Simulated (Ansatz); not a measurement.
Start from `O[SiH2][NH][ZnH]` and change one atom or group to get `N[SiH2]N[SiH2]O`.

Ansatz, PBE0-D4/def2-TZVP geometries, multiplicity 1. Each molecule was computed in one conformer, which needn't be the lowest.

Scalar relativity is left out up to krypton.

```tsv
property	`O[SiH2][NH][ZnH]`
HOMO–LUMO gap (PBE/def2-TZVPP) / eV	4.78
HOMO–LUMO gap (PBE0/def2-TZVPP) / eV	6.86
HOMO energy (PBE/def2-TZVPP) / eV	-5.77
LUMO energy (ωB97M-V/def2-TZVPP) / eV	1.17
LUMO energy (B3LYP/def2-TZVPP) / eV	-0.47
size of the dipole moment (PBE/def2-TZVPP) / D	0.68
```

(1) Give the same properties after the change, and the shifts. (Best estimate.)

Answers

(1) Computed: 
```json
{"property": "HOMO–LUMO gap (PBE/def2-TZVPP) / eV", "`N[SiH2]N[SiH2]O`": "5.68", "shift": "0.90"}
{"property": "HOMO–LUMO gap (PBE0/def2-TZVPP) / eV", "`N[SiH2]N[SiH2]O`": "7.90", "shift": "1.04"}
{"property": "HOMO energy (PBE/def2-TZVPP) / eV", "`N[SiH2]N[SiH2]O`": "-6.05", "shift": "-0.28"}
{"property": "LUMO energy (ωB97M-V/def2-TZVPP) / eV", "`N[SiH2]N[SiH2]O`": "1.86", "shift": "0.69"}
{"property": "LUMO energy (B3LYP/def2-TZVPP) / eV", "`N[SiH2]N[SiH2]O`": "0.15", "shift": "0.62"}
{"property": "size of the dipole moment (PBE/def2-TZVPP) / D", "`N[SiH2]N[SiH2]O`": "2.59", "shift": "1.91"}
```

With PBE0 the HOMO falls by 0.39 eV and the LUMO rises by 0.65 eV, so the gap widens by about 1.04 eV. PBE moves the HOMO by -0.28 eV and ωB97M-V by -0.42 eV. Dipoles are sizes alone; their direction can turn.

B3LYP here is the variant with VWN-RPA as its local correlation; programs differ in this.
